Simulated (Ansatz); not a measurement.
Energy difference R1 → P1 + P2, each structure at its B3LYP-D3(BJ)/def2-TZVP stationary point, reached from a drawn start (curvature not checked).
P1: F atom, charge 0, multiplicity 2.
P2, F2S (SMILES FSF) (charge 0, multiplicity 1, Z-matrix in Å and degrees):
```
S
F 1 1.6052
F 1 1.6052 2 98.75
```
R1, F3S (SMILES F[S](F)F) (charge 0, multiplicity 2):
```xyz
4

S     -0.42725     0.00000     0.00000
F      1.15277     0.00000     0.00000
F     -0.36276     1.67739     0.00000
F     -0.36276    -1.67739     0.00000
```

P less R. No zero-point or thermal terms; singlets are restricted closed shells; open shells are unrestricted; no spin–orbit coupling.

Correlated levels freeze the cores.

Programs: Ansatz (an electronic-structure program). Each number belongs to the level named beside it.

Q: One of these levels gives 51.09 kcal/mol for the reaction energy. Which one is it?
A) SCS-MP2/cc-pV(T+d)Z
B) SCS-MP2/cc-pV(D+d)Z
C) MP2/cc-pV(D+d)Z
D) B3LYP/def2-TZVPP

A: A, SCS-MP2/cc-pV(T+d)Z. The others give 59.45 (B3LYP/def2-TZVPP), 46.28 (MP2/cc-pV(D+d)Z), 40.22 (SCS-MP2/cc-pV(D+d)Z)
